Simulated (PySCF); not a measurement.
AlI2, SMILES [I][Al][I], multiplicity 2. Atoms are numbered in the order given.

```xyz
3

Al     0.0000     0.0000     1.1173
I      0.0000    -2.1812    -0.1370
I      0.0000     2.1812    -0.1370
```
Charge 0, spin multiplicity 2.

The structure is a stationary point at B3LYP-D3(BJ)/def2-SVP. The multiplicity is an assumed one; other spin states were not compared. The isomer is the one that the SMILES or the coordinates give; other isomers of the formula were not compared. The def2 effective core potentials stand for the cores of I; spin–orbit coupling is left out.

Calculation: PySCF with TDA-PBE/def2-SVPD.

Vertical excitations. 

```tsv
state	energy (eV)	λ (nm)	f	main pairs
root 1	2.36	526	0.001	β HOMO→LUMO 100 %
root 2	2.50	495	0.009	α HOMO→LUMO 88 %, β HOMO−3→LUMO 10 %
root 3	2.53	490	0.000	β HOMO−1→LUMO 100 %
root 4	2.87	433	0.008	β HOMO−2→LUMO 97 %
root 5	2.89	429	0.011	α HOMO→LUMO 10 %, β HOMO−3→LUMO 89 %
root 6	3.68	337	0.000	α HOMO−1→LUMO 99 %
root 7	3.78	328	0.000	α HOMO−2→LUMO 72 %, β HOMO−4→LUMO 24 %
root 8	4.01	309	0.025	α HOMO→LUMO+1 65 %, α HOMO−3→LUMO 30 %
root 9	4.11	301	0.022	α HOMO−2→LUMO 10 %, β HOMO−4→LUMO 58 %, β HOMO−1→LUMO+1 24 %
root 10	4.15	299	0.026	α HOMO−3→LUMO 46 %, α HOMO→LUMO+1 30 %, β HOMO−3→LUMO+1 19 %
```
Unrestricted roots are not spin-pure.
